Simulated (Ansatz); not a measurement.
Consider the atomization: `CC(I)CF` → 3 C• + F• + 6 H• + I•.

Program: Ansatz. Geometries: PBE0-D4/def2-TZVP. ΔE: electronic, gas phase. CCSD(T)/CBS is the MP2 limit (def2-TZVPP, def2-QZVPP) plus CCSD(T) − MP2 in def2-TZVPP, frozen cores. This one scheme is used for every species, atoms too. DFT in def2-TZVPP. B3LYP here is the variant with VWN-RPA as its local correlation; programs differ in this. No spin–orbit coupling; open shells (•) take unrestricted orbitals. Spin–orbit coupling would lower the free atoms: a little for C, F; strongly for I. Elements past krypton have def2 core potentials. Bonds to I are less sure, by a few kJ/mol each and by 10 to 20 or more in all where they break to atoms, as the def2 sets lack core-valence functions. Each species was taken in one conformer, which may not be the lowest.

| level | ΔE (kJ/mol) | difference from CCSD(T)/CBS |
| --- | --- | --- |
| PBE-D4 | 4162.4 | 88.6 |
| r2SCAN-D4 | 4073.4 | -0.4 |
| PBE0-D4 | 4090.3 | 16.5 |
| B3LYP-D4 | 4055.5 | -18.3 |
| ωB97M-V | 4063.1 | -10.7 |
| B2PLYP | 4017.6 | -56.2 |
| PBE | 4138.5 | 64.7 |
| r2SCAN | 4067.7 | -6.1 |
| MP2/def2-TZVPP | 4046.0 | -27.8 |
| SCS-MP2/def2-TZVPP | 4009.7 | -64.1 |
| CCSD/def2-TZVPP | 3910.7 | -163.1 |
| CCSD(T)/def2-TZVPP | 3972.9 | -100.9 |
| MP2/def2-QZVPP | 4105.0 | 31.2 |
| SCS-MP2/def2-QZVPP | 4074.2 | 0.4 |
| HF/CBS(def2) | 2980.2 | -1093.6 |
| MP2/CBS(def2) | 4146.9 | 73.1 |
| CCSD(T)/CBS | 4073.8 | 0 |

Largest T1 diagnostic among the species: 0.009.

The D4 term adds +38.7 kJ/mol with B3LYP and +20.2 kJ/mol with PBE0; it sums over pairs of atoms, weighted by their polarisabilities, and B3LYP, whose exchange is more repulsive, gets the larger term. In def2-TZVPP, CCSD(T) changes the Hartree–Fock value by +996.5 kJ/mol (the triples alone add +62.2 kJ/mol) and MP2 by +1069.6 kJ/mol; breaking electron pairs costs correlation energy, which Hartree–Fock lacks. From PBE to PBE0 (25 % exact exchange), in def2-TZVPP and without D4, ΔE moves by −68.3 kJ/mol: exact exchange takes away binding that semilocal exchange gives to molecules.

For atomizations the MP2-based limit and the directly extrapolated one differ by several kJ/mol either way, and by 10 to 25 for some Ge, Se and Sn compounds, so smaller differences from it don't rank the levels.
